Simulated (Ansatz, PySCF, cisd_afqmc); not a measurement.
Species: SF, charge 0, doublet. SF (SMILES F[S], doublet).
B3LYP-D3(BJ)/def2-TZVP minimum from Ansatz (a program for electronic structure):
```xyz
2

S      0.0000     0.0000    -0.5793
F      0.0000     0.0000     1.0299
```
Charge 0, spin multiplicity 2.

Atomisation energy term by term, kcal/mol (programs: Ansatz, cisd_afqmc). Radicals and triplets start from unrestricted determinants; spin-orbit coupling is neglected. Correlated methods leave the cores frozen. Rows without X2C or -DK are non-relativistic. AFQMC/CISD: phaseless, guided by CISD from CCSD amplitudes; bars are statistical, one sigma. Outlying blocks are dropped, and bars are widened where a walk drifts. Over all cases where full CI ran beside it in this data, AFQMC minus full CI had a median of +0.1 mEh and passed +0.4 mEh in a tenth of the cases. CBS(X,Y): correlation extrapolated as X^-3, Hartree-Fock from the larger set (Q,5: extrapolated as (X+1)exp(-9√X)). A bracket is a step between two methods taken in the basis named. '+ core + X2C': CCSD(T) terms for core correlation (cc-pwCVTZ, 1s frozen past Ne) and scalar relativity (cc-pVTZ-DK).

| term | basis | kcal/mol |
|---|---|---|
| Hartree-Fock | CBS(cc-pV(Q+d)Z,cc-pV(5+d)Z) | 35.53 |
| CCSD correlation | CBS(cc-pV(Q+d)Z,cc-pV(5+d)Z) | 44.37 |
| (T) | CBS(cc-pV(Q+d)Z,cc-pV(5+d)Z) | 4.81 |
| CCSDT(Q) - CCSD(T) | cc-pV(Q+d)Z | 0.24 |
| CCSDTQ - CCSDT(Q) | cc-pV(D+d)Z | -0.06 |
| core correlation | cc-pwCVTZ | 0.28 |
| scalar relativity | X2C, cc-pVTZ-DK | -0.22 |
| minus zero-point energy | Hessian by PySCF at B3LYP-D3(BJ)/def2-TZVP | -1.18 |
| sum: D0 |  | 83.8 |

The step beyond CCSD(T) by other levels: CCSDTQ in cc-pV(D+d)Z 0.47; AFQMC/CISD in cc-pV(D+d)Z 0.13 ± 0.20; CCSDT(Q) in cc-pV(D+d)Z 0.54; CCSDT(Q) in cc-pV(T+d)Z 0.27 kcal/mol.
